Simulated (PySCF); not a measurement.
Atoms are numbered as in `[CH3:1][CH2:2][P+:3]1([N:4]([CH3:5])[CH3:6])[CH:7]=[CH:8]1`; H(Xn) means a hydrogen on atom n.

Geometry: PBE0-D3(BJ)/def2-SVP; GIAO absolute shieldings from PySCF, gas phase, non-relativistic, averaged over equivalent atoms.

At KT2/pcSseg-1 (208 basis functions, 55 s wall time on 1 thread of an Arm Neoverse V1, shared host):
```csv
atoms,σ (ppm)
C7/C8,38.1
C5/C6,144.9
C2,163.7
C1,173.1
P3,410.7
N4,215.2
H(C7)/H(C8),22.28
H(C5)/H(C6),28.35
H(C2),28.40
H(C1),30.01
```

Problem. Predict the values at PBE0/pcSseg-1 on the same geometry.

Solution. 
```json
{"atoms": "C7/C8", "σ at PBE0/pcSseg-1": "28.7", "change": "-9.4"}
{"atoms": "C5/C6", "σ at PBE0/pcSseg-1": "147.6", "change": "+2.7"}
{"atoms": "C2", "σ at PBE0/pcSseg-1": "166.8", "change": "+3.1"}
{"atoms": "C1", "σ at PBE0/pcSseg-1": "175.6", "change": "+2.5"}
{"atoms": "P3", "σ at PBE0/pcSseg-1": "400.3", "change": "-10.4"}
{"atoms": "N4", "σ at PBE0/pcSseg-1": "226.4", "change": "+11.2"}
{"atoms": "H(C7)/H(C8)", "σ at PBE0/pcSseg-1": "22.16", "change": "-0.12"}
{"atoms": "H(C5)/H(C6)", "σ at PBE0/pcSseg-1": "28.53", "change": "+0.18"}
{"atoms": "H(C2)", "σ at PBE0/pcSseg-1": "28.58", "change": "+0.18"}
{"atoms": "H(C1)", "σ at PBE0/pcSseg-1": "30.14", "change": "+0.13"}
```

The largest change is at N4 (nitrogen bonded to 2 C, P). Cost: 208 basis functions, 50 s wall time on 1 thread of an Arm Neoverse V1, shared host. The order of the carbon signals is the same at both levels.

The carbons averaged at δ 145.1 differ by 14 ppm in this conformer.
